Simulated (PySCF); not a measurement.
PySCF 2.14 output of an unrestricted PBE0 calculation on a single atom or ion in x2c-TZVPPall with one added diffuse shell each of s, p, d, f type (7s6p5d3f1g, 80 functions), with the spin-free X2C one-electron Hamiltonian (Gaussian nucleus):

```
SCF conv_tol = 1e-09
number electrons alpha = 14  beta = 9
    C. Adamo and V. Barone.,  J. Chem. Phys. 110, 6158 (1999)
    M. Ernzerhof and G. E. Scuseria.,  J. Chem. Phys. 110, 5029 (1999)
cycle= 1 E= -1050.09196396792  delta_E= -0.0066  |g|= 0.0225  |ddm|= 0.121
cycle= 2 E= -1050.09208917839  delta_E= -0.000125  |g|= 0.0142  |ddm|= 0.035
cycle= 3 E= -1050.09213877741  delta_E= -4.96e-05  |g|= 0.00368  |ddm|= 0.00905
cycle= 4 E= -1050.09214279219  delta_E= -4.01e-06  |g|= 0.00025  |ddm|= 0.00436
cycle= 5 E= -1050.09214286501  delta_E= -7.28e-08  |g|= 1.89e-05  |ddm|= 0.00101
cycle= 6 E= -1050.09214286548  delta_E= -4.67e-10  |g|= 2.05e-06  |ddm|= 7.28e-05
converged SCF energy = -1050.09214286548  <S^2> = 8.7505335  2S+1 = 6.0001778
```

The run itself started from symmetry-adapted Hartree-Fock orbitals and held the occupation by maximum overlap, on a logarithmic radial grid, so the iterations belong to that start.

**Question.** Which element, charge and spin multiplicity is this?

**Answer.** Cr⁺ (chromium, charge +1), multiplicity 6; the state was [Ar] 3d4 4p1, one real determinant (an excited configuration).

⟨L²⟩ = 8.01 against 12 for a pure F term, so this real determinant mixes terms.
